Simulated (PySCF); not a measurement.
B3LYP has the VWN-RPA correlation part, as in Gaussian. Delta-SCF ions had no search for a lower state. Excitations are Tamm–Dancoff values on a coarser integration grid. The basis has no diffuse functions, so Rydberg states are missing or too high.

# C9H8BN, SMILES `Bc1cccc2ncccc12` (charge 0, multiplicity 1)

The numbers are results of B3LYP-D3(BJ)/def2-TZVP // B3LYP-D3(BJ)/def2-SVP in PySCF, not measurements.

HOMO: -6.94 eV
dipole moment: 0.28 D
HOMO–LUMO gap: 4.35 eV
LUMO: -2.59 eV
S1 excitation (TDA): 3.76 eV
S1 oscillator strength: 0.001
brightest of the four lowest singlets (TDA): 4.23 eV
T1 excitation (TDA): 2.79 eV
S1–T1 gap (TDA): 0.97 eV
vertical ionisation energy (Delta-SCF): 8.72 eV
total energy: -11634.55 eV
cost: very roughly 14 core-minutes

```xyz
19

B     -1.3147     2.3921     0.0732
C     -1.0820     0.8725     0.0246
C     -2.2034     0.0377    -0.0113
C     -2.1012    -1.3694    -0.0614
C     -0.8584    -1.9660    -0.0760
C      0.3285    -1.1816    -0.0403
N      1.5206    -1.8391    -0.0558
C      2.6238    -1.1265    -0.0221
C      2.6399     0.2905     0.0291
C      1.4425     0.9714     0.0449
C      0.2215     0.2473     0.0103
H     -2.4487     2.8054     0.0851
H     -0.4162     3.1952     0.0989
H     -3.1952     0.4961    -0.0004
H     -3.0061    -1.9808    -0.0886
H     -0.7356    -3.0501    -0.1146
H      3.5715    -1.6791    -0.0353
H      3.5929     0.8234     0.0555
H      1.4202     2.0607     0.0842
```
